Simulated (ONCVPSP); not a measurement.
**Configuration tests for hafnium (Hf) (ONCV)**

```
Element                 : Hf (Z = 72)
Generator               : ONCVPSP 4.0.1
Type                    : optimised norm-conserving Vanderbilt (ONCV)
Functional              : PBE
Relativity              : scalar-relativistic
Frozen core             : [Kr] 4d10 4f14
Valence charge          : 12
Reference configuration : 5s2 5p6 5d2 6s1.5 (charge +0.5)
Partial waves           : 5s+6s: rc 2.20 bohr, ncon 4, nbas 7, qcut 7.1 1/bohr, 2 projectors; 5p: rc 2.20 bohr, ncon 4, nbas 9, qcut 6.1 1/bohr, 2 projectors, debl 1.9 Ha; 5d: rc 3.25 bohr, ncon 4, nbas 8, qcut 4.9 1/bohr, 1 projector; f scattering state at 0.18 Ha: rc 2.20 bohr, ncon 5, nbas 8, qcut 4.9 1/bohr, local
Local potential         : the f channel
Core correction         : Teter function, fcfact 2.25, rcfact 1.1
```

Energies are relative to the spin-unpolarised reference configuration 5s2 5p6 5d2 6s1.5; without spin polarisation the order of configurations can differ from experiment.

```json
{"valence configuration": "5s2 5p6 5d2 6s0", "charge": "+2", "ΔE all-electron (eV)": "18.902", "error AE − PS (meV)": "-6.3"}
{"valence configuration": "5s2 5p6 5d2 6s0 6p2", "charge": "0", "ΔE all-electron (eV)": "4.608", "error AE − PS (meV)": "-161"}
```

What are ΔE and the potential's error for 5s2 5p6 5d2 6s1?

ΔE = 4.723 eV all-electron; the error (AE − PS) is -1.4 meV.

What are ΔE and the potential's error for 5s2 5p6 5d2 6s2?

ΔE = -3.254 eV all-electron; the error (AE − PS) is +1.6 meV.

Levels in the configuration 5s2 5p6 5d2 6s1:

```csv
level,all-electron (eV),pseudo (eV)
5s,-73.944,-74.005
5p,-42.514,-42.554
5d,-9.207,-9.216
6s,-10.975,-10.975
```

Note: ghosts flagged at negative energy: s at -107.4 eV, d at -2057.7 eV, p at -9.2 eV; GHOST(+) flagged for d at 407.7 eV. A true bound ghost makes a file unfit for plane-wave use.
